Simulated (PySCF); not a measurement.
A side-by-side comparison of computed properties.

First species: C₇H₉N.
SMILES: `[H]\N=C/C=C/C=C/C=C`

Second species: N-methylaniline, C7H9N.
SMILES with atom numbers: `[CH3:1][NH:2][c:3]1[cH:4][cH:5][cH:6][cH:7][cH:8]1` (hydrogens: H9, H10, H11 on C1; H12 on N2; H13 on C4; H14 on C5; H15 on C6; H16 on C7; H17 on C8)

Levels: PBE0/def2-SVPD for dipole moment, HOMO energy, LUMO energy, HOMO–LUMO gap, static isotropic polarisability and electronic spatial extent ⟨r²⟩ about the centre of nuclear charge; TDDFT PBE0/def2-SVPD for lowest singlet excitation; TDA PBE0/def2-SVPD for lowest triplet excitation (Tamm–Dancoff); GFN2-xTB for rotational constant A and rotational constant C. Geometries: GFN2-xTB. All species are isolated and taken at one optimised geometry, non-relativistic unless stated. Electronic properties by PySCF.

The conformers computed, where there is a choice (atom-mapped SMILES and torsion angles):
- `[H]\[N:8]=[CH:7]/[CH:6]=[CH:5]/[CH:4]=[CH:3]/[CH:2]=[CH2:1]`: C1–C2–C3–C4 180°, C3–C4–C5–C6 180°, C5–C6–C7–N8 180°
- `[CH3:1][NH:2][c:3]1[cH:4][cH:5][cH:6][cH:7][cH:8]1`: C1–N2–C3–C4 -17°

(1) Which of the two has the higher S1 energy, and by how much?

(2) Which of the two has the higher rotational constant C, and by how much?

(3) Which of the two has the higher rotational constant A, and by how much?

(4) Which has the higher T1 energy?

(5) Which has the higher dipole moment?

(6) Which of the two has the higher HOMO–LUMO gap, and by how much?

(7) Which has the higher LUMO energy?

(8) Which of the two has the higher HOMO energy, and by how much?

## Answers

(1) The second: 4.70 eV against 3.97 eV, a difference of 0.73 eV.

(2) The second: 1.188 GHz against 0.560 GHz, a difference of 0.628 GHz.

(3) The first: 20.354 GHz against 5.052 GHz, a difference of 15.302 GHz.

(4) The second: 3.80 eV against 2.15 eV, a difference of 1.65 eV.

(5) The first: 3.56 D against 1.87 D, a difference of 1.69 D.

(6) The second: 5.70 eV against 4.27 eV, a difference of 1.43 eV.

(7) The second: -0.01 eV against -2.23 eV, a difference of 2.22 eV.

(8) The second: -5.71 eV against -6.50 eV, a difference of 0.79 eV.

On the first: The principal polarisabilities are 56.4, 78.7 and 250.4 au; their mean is the isotropic value. The 6 singlets span 3.97 to 6.43 eV, and their oscillator strengths add up to 1.41.

On the second: The principal polarisabilities are 56.8, 93.9 and 122.3 au; their mean is the isotropic value. In wavenumbers S1 is 37900 cm⁻¹ (1 eV = 8065.54 cm⁻¹).
